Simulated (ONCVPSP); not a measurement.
## PBEsol ONCV dataset for iron (Fe), scalar-relativistic all-electron reference.

Input for ONCVPSP 4.0.1:

```
# ATOM AND REFERENCE CONFIGURATION
# atsym  z   nc   nv     iexc    psfile
  Fe 26.00    4    3  -116133      upf
#
#   n    l    f
    1    0    2.00
    2    0    2.00
    2    1    6.00
    3    0    2.00
    3    1    6.00
    3    2    6.00
    4    0    2.00
#
# PSEUDOPOTENTIAL AND OPTIMIZATION
# lmax
    3
#
#   l,   rc,      ep,       ncon, nbas, qcut
    0    1.90    0.00    4    7    2.90
    1    1.35    0.00    4    8    8.00
    2    1.60    0.00    3    8    7.70
    3    2.10    0.15    4    7    5.80
#
# LOCAL POTENTIAL
# lloc, lpopt,  rc(5),   dvloc0
    4    5    0.85    0.00
#
# VANDERBILT-KLEINMAN-BYLANDER PROJECTORs
# l, nproj, debl
    0    2    0.80
    1    2    1.70
    2    2    1.20
    3    3    1.30
#
# MODEL CORE CHARGE
# icmod, fcfact, rcfact
    2    0.20    0.90
#
# LOG DERIVATIVE ANALYSIS
# epsh1, epsh2, depsh
   -4.00    5.00    0.02
#
# OUTPUT GRID
# rlmax, drl
    6.00    0.01
#
# TEST CONFIGURATIONS
# ncnf
    4
# nvcnf
#   n    l    f
    3
    3    1    6.00
    3    2    6.00
    4    0    1.00
#
    3
    3    1    6.00
    3    2    6.00
    4    0    0.00
#
    3
    3    1    6.00
    3    2    5.00
    4    0    0.00
#
    3
    3    1    6.00
    3    2    7.00
    4    0    1.00
#
```

Command:

```bash
oncvpsp.x < Fe.dat > Fe.out
```

Output (shortened: citation, most of the input echo, consistency checks and plot data are left out):

```
ONCVPSP  (Optimized Norm-Conservinng Vanderbilt PSeudopotential)
scalar-relativistic version 4.0.1

#   n    l    f        energy (Ha)
    1    0    2.00    -2.5693999E+02
    2    0    2.00    -3.0091854E+01
    2    1    6.00    -2.5650822E+01
    3    0    2.00    -3.4458496E+00
    3    1    6.00    -2.2021766E+00
    3    2    6.00    -2.7670153E-01
    4    0    2.00    -1.9517115E-01

Reference configufation results
  iterations    30
  all-electron total energy (Ha)   -1.27126255D+03

Begin loop to  construct optimized pseudo wave functions
and semi-local pseudopoentials for all angular momenta

   Wellstate for l =  0  n =  5
     eigenvalue =   0.6048
     asymptotic potential =   1.1048
     half-point radius =  4.6984

Calculating optimized projector #   1

 for l=   0

    Fraction of norm inside rc  0.161589
    Optimizing pswf for qcut=   2.90 a_B^-1,  ecut=   4.21 Ha
    Residual kinetic energy error=  9.69D-04 Ha

    Energy error per electron        Cutoff
         Ha          eV             Ha
         0.01000     0.27211        2.46
         0.00100     0.02721        4.20
         0.00010     0.00272       17.46
         0.00001     0.00027       34.10

Calculating optimized projector #   2

 for l=   0

    Fraction of norm inside rc  0.158878
    Optimizing pswf for qcut=   2.90 a_B^-1,  ecut=   4.21 Ha
    Residual kinetic energy error=  8.33D-03 Ha

    Energy error per electron        Cutoff
         Ha          eV             Ha
         0.01000     0.27211        4.07
         0.00100     0.02721       31.56
         0.00010     0.00272       45.65
         0.00001     0.00027       52.77

WARNING wellstate: negative energy specified for n= 4 l=  1
WARNING scattering state with energy  0.25000000
WARNING will be used for the first projector

   Wellstate for l =  1  n =  4
     eigenvalue =   0.2500
     asymptotic potential =   0.7500
     half-point radius =  3.1893

Calculating optimized projector #   1

 for l=   1

    Fraction of norm inside rc  0.910066
    Optimizing pswf for qcut=   8.01 a_B^-1,  ecut=  32.07 Ha
    Residual kinetic energy error=  1.92D-04 Ha

    Energy error per electron        Cutoff
         Ha          eV             Ha
         0.01000     0.27211       23.05
         0.00100     0.02721       28.38
         0.00010     0.00272       41.53
         0.00001     0.00027      107.23

Calculating optimized projector #   2

 for l=   1

    Fraction of norm inside rc  0.060106
    Optimizing pswf for qcut=   8.01 a_B^-1,  ecut=  32.07 Ha
    Residual kinetic energy error=  5.96D-05 Ha

    Energy error per electron        Cutoff
         Ha          eV             Ha
         0.01000     0.27211       19.00
         0.00100     0.02721       25.73
         0.00010     0.00272       30.91
         0.00001     0.00027       46.75

   Wellstate for l =  2  n =  4
     eigenvalue =   0.9233
     asymptotic potential =   1.4233
     half-point radius =  3.0234

Calculating optimized projector #   1

 for l=   2

    Fraction of norm inside rc  0.807879
    Optimizing pswf for qcut=   7.69 a_B^-1,  ecut=  29.56 Ha
    Residual kinetic energy error=  5.02D-04 Ha

    Energy error per electron        Cutoff
         Ha          eV             Ha
         0.01000     0.27211       23.99
         0.00100     0.02721       28.07
         0.00010     0.00272       95.24
         0.00001     0.00027      179.13

Calculating optimized projector #   2

 for l=   2

    Fraction of norm inside rc  0.144049
    Optimizing pswf for qcut=   7.69 a_B^-1,  ecut=  29.56 Ha
    Residual kinetic energy error=  1.00D-03 Ha

    Energy error per electron        Cutoff
         Ha          eV             Ha
         0.01000     0.27211       24.69
         0.00100     0.02721       29.96
         0.00010     0.00272       66.41
         0.00001     0.00027      127.57

   Wellstate for l =  3  n =  4
     eigenvalue =   0.1500
     asymptotic potential =   0.6500
     half-point radius = 17.5335

   Wellstate for l =  3  n =  5
     eigenvalue =   1.4500
     asymptotic potential =   1.9500
     half-point radius =  4.9276

   Wellstate for l =  3  n =  6
     eigenvalue =   2.7500
     asymptotic potential =   3.2500
     half-point radius =  4.5096

Calculating optimized projector #   1

 for l=   3

    Fraction of norm inside rc  0.000225
    Optimizing pswf for qcut=   5.80 a_B^-1,  ecut=  16.82 Ha
    Residual kinetic energy error=  1.04D-08 Ha

    Energy error per electron        Cutoff
         Ha          eV             Ha
         0.01000     0.27211        0.29
         0.00100     0.02721        0.63
         0.00010     0.00272        1.56
         0.00001     0.00027        4.44

Calculating optimized projector #   2

 for l=   3

    Fraction of norm inside rc  0.152379
    Optimizing pswf for qcut=   5.80 a_B^-1,  ecut=  16.82 Ha
    Residual kinetic energy error=  8.88D-05 Ha

    Energy error per electron        Cutoff
         Ha          eV             Ha
         0.01000     0.27211        7.29
         0.00100     0.02721       12.48
         0.00010     0.00272       16.60
         0.00001     0.00027       28.79

Calculating optimized projector #   3

 for l=   3

    Fraction of norm inside rc  0.204669
    Optimizing pswf for qcut=   5.80 a_B^-1,  ecut=  16.82 Ha
    Residual kinetic energy error=  1.27D-03 Ha

    Energy error per electron        Cutoff
         Ha          eV             Ha
         0.01000     0.27211       12.58
         0.00100     0.02721       17.18
         0.00010     0.00272       22.25
         0.00001     0.00027       46.73

Construct Vanderbilt / Kleinmman-Bylander projectors

B matrix Hermiticity error, ll=   0
   1   2    2.7096E-05

  Orthonormal projector coefficients  1.5011E+01  2.3235E+00

B matrix Hermiticity error, ll=   1
   1   2    2.6448E-04

  Orthonormal projector coefficients  5.1140E+02  3.8899E+00

B matrix Hermiticity error, ll=   2
   1   2    1.3090E-04

  Orthonormal projector coefficients -4.6217E+00 -3.4856E+00

B matrix Hermiticity error, ll=   3
   1   2    5.9346E-07
   1   3   -1.8133E-06
   2   3    3.5123E-05

  Orthonormal projector coefficients -4.0571E+00  3.9200E+00 -1.5078E+00

Model core correction analysis
  based on d2Exc/dn_idn_j

d2excae - all-electron derivatives

   -3.754580D-02   -2.792542D-02   -2.421053D-03
   -2.792568D-02   -2.561222D-02   -7.408759D-03
   -2.420907D-03   -7.406860D-03   -3.176022D-02

d2excps - pseudofunction derivatives with no core correction

   -4.672548D-02   -3.106717D-02   -2.046840D-03
   -3.106753D-02   -2.977531D-02   -7.568302D-03
   -2.046696D-03   -7.566394D-03   -3.182121D-02

rms 2nd derivative error    3.676872E-03

amplitude prefactor, scale prefactor
    0.8686    2.5022

d2excps - pseudofunction derivatives with core correction

   -3.912527D-02   -2.750643D-02   -1.984366D-03
   -2.750649D-02   -2.734513D-02   -7.511166D-03
   -1.984218D-03   -7.509257D-03   -3.180511D-02

rms 2nd derivative error    8.335586E-04

Pseudoatom total energy  -86.308666

Diagnostic tests using Vanderbilt-Kleinman-Bylander pseudopotentials
  1 or more projectors used as specified by nproj input data

   l    rcore       rmatch      e in        delta e   norm test  slope test

   0   1.9050816   1.9629240  -0.1951712   0.0000001   1.0000188   1.0000143
   0   1.9050816   1.9629240   0.6048288   0.0000053   1.0001062   1.0001062

   1   1.3546549   1.3957852  -2.2021766   0.0000894   1.0000588   1.0000965
   1   1.3546549   1.3957852   0.2500000   0.0001926   1.0004048   1.0004048

   2   1.6016667   1.6502967  -0.2767015  -0.0001854   0.9999200   0.9996291
   2   1.6016667   1.6502967   0.9232985  -0.0000619   1.0003779   1.0003779

   3   2.1090130   2.1730472   0.1500000   0.0000067   1.0000246   1.0000246
   3   2.1090130   2.1730472   1.4500000   0.0000201   1.0000560   1.0000560
   3   2.1090130   2.1730472   2.7500000   0.0000086   1.0001249   1.0001249

 Testing for bound ghosts
   n   l    E NL Schr. Eq   E Basis Diag.   E Cutoff

       0                       -3.009512     51.12  WARNING - GHOST(-)
   1   0       -0.195171       -0.175758     51.12

   2   1       -2.202087       -2.202069    165.55

   3   2       -0.276887       -0.275008    134.40

 Testing for highly-localized positive-energy ghosts
       l    <radius>/rc     E Basis Diag.   E Cutoff

       1        0.371503      543.380408    165.55  WARNING - GHOST(+)

Test configuration 0

   n   l     f        eae           eps        diff
   1   0  2.0000 -256.93999139
   2   0  2.0000  -30.09185367
   2   1  6.0000  -25.65082166
   3   0  2.0000   -3.44584960
   3   1  6.0000   -2.20217663   -2.20208723    8.94D-05
   3   2  6.0000   -0.27670153   -0.27688690   -1.85D-04
   4   0  2.0000   -0.19517115   -0.19517101    1.40D-07

    Total energies and differences
      AE_ref= -1.27126255D+03  AE_tst= -1.27126255D+03  dif=  0.00D+00
      PS_ref= -8.63086664D+01  PS_tst= -8.63086664D+01  dif= -1.42D-14
      PSP excitation error=  1.42D-14

Test configuration 1

   n   l     f        eae           eps        diff
   1   0  2.0000 -257.25570167
   2   0  2.0000  -30.40051449
   2   1  6.0000  -25.96007877
   3   0  2.0000   -3.75938055
   3   1  6.0000   -2.51620227   -2.51378283    2.42D-03
   3   2  6.0000   -0.58740719   -0.58750071   -9.35D-05
   4   0  1.0000   -0.45300999   -0.45321381   -2.04D-04

    Total energies and differences
      AE_ref= -1.27126255D+03  AE_tst= -1.27094116D+03  dif=  3.21D-01
      PS_ref= -8.63086664D+01  PS_tst= -8.59871594D+01  dif=  3.22D-01
      PSP excitation error= -1.17D-04

Test configuration 2

   n   l     f        eae           eps        diff
   1   0  2.0000 -257.62357978
   2   0  2.0000  -30.75760549
   2   1  6.0000  -26.31807394
   3   0  2.0000   -4.12224129
   3   1  6.0000   -2.87930493   -2.87316080    6.14D-03
   3   2  6.0000   -0.94389686   -0.94360322    2.94D-04

    Total energies and differences
      AE_ref= -1.27126255D+03  AE_tst= -1.27034890D+03  dif=  9.14D-01
      PS_ref= -8.63086664D+01  PS_tst= -8.53945398D+01  dif=  9.14D-01
      PSP excitation error= -4.75D-04

Test configuration 3

   n   l     f        eae           eps        diff
   1   0  2.0000 -258.33564413
   2   0  2.0000  -31.49281204
   2   1  6.0000  -27.05119419
   3   0  2.0000   -4.80932649
   3   1  6.0000   -3.55721742   -3.54642604    1.08D-02
   3   2  5.0000   -1.58674070   -1.57378667    1.30D-02

    Total energies and differences
      AE_ref= -1.27126255D+03  AE_tst= -1.26909254D+03  dif=  2.17D+00
      PS_ref= -8.63086664D+01  PS_tst= -8.41435099D+01  dif=  2.17D+00
      PSP excitation error=  4.86D-03

Test configuration 4

   n   l     f        eae           eps        diff
   1   0  2.0000 -256.77588931
   2   0  2.0000  -29.90620544
   2   1  6.0000  -25.46726087
   3   0  2.0000   -3.27904013
   3   1  6.0000   -2.04043079   -2.03555193    4.88D-03
   3   2  7.0000   -0.14088047   -0.14155530   -6.75D-04
   4   0  1.0000   -0.15659399   -0.15649354    1.00D-04

    Total energies and differences
      AE_ref= -1.27126255D+03  AE_tst= -1.27129200D+03  dif= -2.94D-02
      PS_ref= -8.63086664D+01  PS_tst= -8.63387653D+01  dif= -3.01D-02
      PSP excitation error=  6.53D-04
```

Note: ghosts flagged at negative energy: s at -81.9 eV; GHOST(+) flags only above 600 eV. A true bound ghost makes a file unfit for plane-wave use.

The run took about 7.6 s on one core of a shared server CPU.
